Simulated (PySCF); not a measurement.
Planning a spin–spin coupling job on germanium difluoride (`[F][Ge][F]`) [singlet].

Method: B3LYP/pcJ-1 Ge:pcSseg-1 indirect spin-spin coupling, non-relativistic, gas phase (PySCF 2.14.0, density-fitted response routines). Geometry: GFN2-xTB. Work: spin–spin couplings from 2 perturbed nuclei, density fitting. A driver script takes a list of jobs; this job's settings line and coordinates (Å) are shown.

Input:
```
{"job": {"kind": "j", "xc": "B3LYP", "basis": "pcJ-1"}, "charge": 0, "multiplicity": 1}
F     -1.315992    -0.413987    -0.001642
Ge     0.000258     0.812348    -0.013050
F      1.327215    -0.400899     0.002139
```

Hardware: Arm Neoverse V1, one thread (shared host).

The basis has 95 functions.

Question: How long does the run take?

Answer: About 3.3 s. The SCF took 12 cycles.

Question: At this speed, how long would 20000 such jobs take on 32 cores, one job a core?

Answer: 20000/32 gives 625 rounds of 3.3 s, about 34 min of wall time and 18 core-hours, if the jobs don't slow each other.

The SCF part of the output:
```
coarse grid: 18016 points
cycle   1  E = -2276.4037908637  dE = -6.197e-01  |g| = 1.284e+00  |ddm| = 1.522e+00
cycle   2  E = -2275.4118485230  dE =  9.919e-01  |g| = 2.735e+00  |ddm| = 2.003e+00
cycle   3  E = -2276.5855168916  dE = -1.174e+00  |g| = 3.415e-01  |ddm| = 1.490e+00
cycle   4  E = -2276.6013399645  dE = -1.582e-02  |g| = 1.067e-01  |ddm| = 2.102e-01
cycle   5  E = -2276.6022715758  dE = -9.316e-04  |g| = 1.640e-02  |ddm| = 5.876e-02
cycle   6  E = -2276.6023241787  dE = -5.260e-05  |g| = 3.315e-03  |ddm| = 1.494e-02
cycle   7  E = -2276.6023251399  dE = -9.612e-07  |g| = 2.213e-03  |ddm| = 2.488e-03
final grid: 36248 points
cycle   8  E = -2276.6024140415  dE =  2.165e-06  |g| = 4.539e-03  |ddm| = 3.180e-03
cycle   9  E = -2276.6024038188  dE =  1.022e-05  |g| = 9.399e-03  |ddm| = 6.411e-03
cycle  10  E = -2276.6024171352  dE = -1.332e-05  |g| = 1.525e-04  |ddm| = 4.334e-03
cycle  11  E = -2276.6024171369  dE = -1.674e-09  |g| = 2.070e-05  |ddm| = 6.563e-05
cycle  12  E = -2276.6024171370  dE = -4.911e-11  |g| = 1.564e-05  |ddm| = 1.820e-05
converged SCF energy = -2276.6024171370
```

On the final grid dE counts from the start density on that grid.

The host was shared with other jobs, so the times are rough.
